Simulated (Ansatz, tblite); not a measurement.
Removing and adding an electron: Cd₇S₇, a nanocrystal cut from zinc blende CdS (bare). Charge 0, multiplicity 1. Geometry: PBE-D4/def2-SVP. Ansatz, gas phase; energy differences of separate SCF runs; the oxidised species was run as a doublet alone; the reduced species was run as a doublet alone.

```xyz
14

Cd    0.666    1.798   -3.085
Cd    1.090    1.099    3.263
Cd    0.171    2.710    0.310
Cd    1.867   -0.886    0.872
Cd   -1.852   -2.007   -0.108
Cd   -0.620   -1.252   -3.351
Cd   -0.260   -2.002    2.991
S     0.292    3.772   -1.830
S     1.023   -0.032   -4.552
S     0.141    3.137    2.739
S     2.053   -1.186    3.374
S    -2.364   -2.531   -2.384
S    -2.356   -2.601    2.233
S     0.150   -0.020   -0.472
```

In the def2 sets Cd takes a core potential; there is no spin–orbit coupling. The xTB rows come from tblite. HSE06 is defined as in plane-wave codes, on full-range PBE exchange. Single mean-field runs in def2-TZVP are fitted with def2-universal-jkfit. HOMO above LUMO, or a gap near zero within one spin, warns that the state may not be the lowest or that an electron is smeared out.

| level | −HOMO (eV) | vertical IE (eV) | −LUMO (eV) | vertical EA (eV) | HOMO–LUMO gap (eV) | IE − EA (eV) | remarks |
| --- | --- | --- | --- | --- | --- | --- | --- |
| GFN1-xTB | 9.16 | 10.90 | 7.60 | 5.92 | 1.56 | 4.98 | – |
| GFN2-xTB | 10.33 | 12.23 | 9.85 | 7.93 | 0.48 | 4.29 | – |
| PBE-D4/def2-TZVP | 5.31 | 7.14 | 4.68 | 2.90 | 0.63 | 4.24 | gap within one spin near zero (+1 doublet) |
| PBE0-D4/def2-TZVP | 6.32 | 7.58 | 4.12 | 2.94 | 2.20 | 4.63 | – |
| HSE06-D4/def2-TZVP | 5.94 | 7.51 | 4.47 | 2.94 | 1.47 | 4.57 | – |

Relaxing the oxidised species (PBE-D4/def2-SVP) changes its energy by -0.07 eV at PBE-D4/def2-TZVP, so the adiabatic ionisation energy to this nearest minimum is 7.07 eV. At PBE0-D4/def2-TZVP it is 7.48 eV. The gap within one spin of the relaxed charge 1 doublet nearly closes, so an electron or hole may be smeared out by delocalisation error.     Raw xTB energy differences between charge states are shifted by several eV; the methods need an empirical correction for them. Sets without diffuse functions give affinities that are too small.
